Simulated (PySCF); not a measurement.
From PBE0 to CCSD(T): MSe along the third period

PBE0 and CCSD(T) in PySCF with def2-TZVPP on every atom, for the lowest determinant that a PBE0 search found; no spin–orbit coupling.

| molecule | state (unpaired electrons) | PBE0 Re (Å) | PBE0 ωe (cm⁻¹) | PBE0 De (eV) | CCSD(T) Re (Å) | CCSD(T) ωe (cm⁻¹) | CCSD(T) De (eV) |
| --- | --- | --- | --- | --- | --- | --- | --- |
| NaSe | doublet (π ↑) | 2.605 | 270 | 2.38 | 2.610 | 268 | 2.30 |
| AlSe | doublet (σ ↑) | 2.161 | 481 | 3.80 | 2.173 | 480 | 3.60 |
| SeS | triplet (π ↑↑) | 2.028 | 578 | 4.11 | ? | ? | ? |
| SeCl | doublet (π ↑) | 2.120 | 458 | 2.85 | 2.137 | 444 | 2.52 |

Q: Estimate the CCSD(T) values of SeS by adding the mean shift from PBE0 to CCSD(T) of the other rows, and compare with the calculation.

A: The mean shifts are +1.1 pm, -6 cm⁻¹ and -0.20 eV, which give 2.039 Å, 572 cm⁻¹ and 3.91 eV. CCSD(T)/def2-TZVPP gives Re = 2.046 Å, ωe = 555 cm⁻¹, De = 3.70 eV.

Q: What are the mean differences of PBE0 from CCSD(T) over the whole series?

A: Re -1.3 pm, ωe +10 cm⁻¹, De +0.26 eV.

In a basis of this size CCSD(T) is itself not converged; it tends to give bonds that are too long and too weak.

Correlated steps freeze the inner cores (10 to 14 orbitals); shallow outer-core shells are correlated. UHF and ROHF references stand side by side, which adds small steps between rows. Spin–orbit coupling is left out. States were picked by a PBE0 search and need not be the measured ground states.
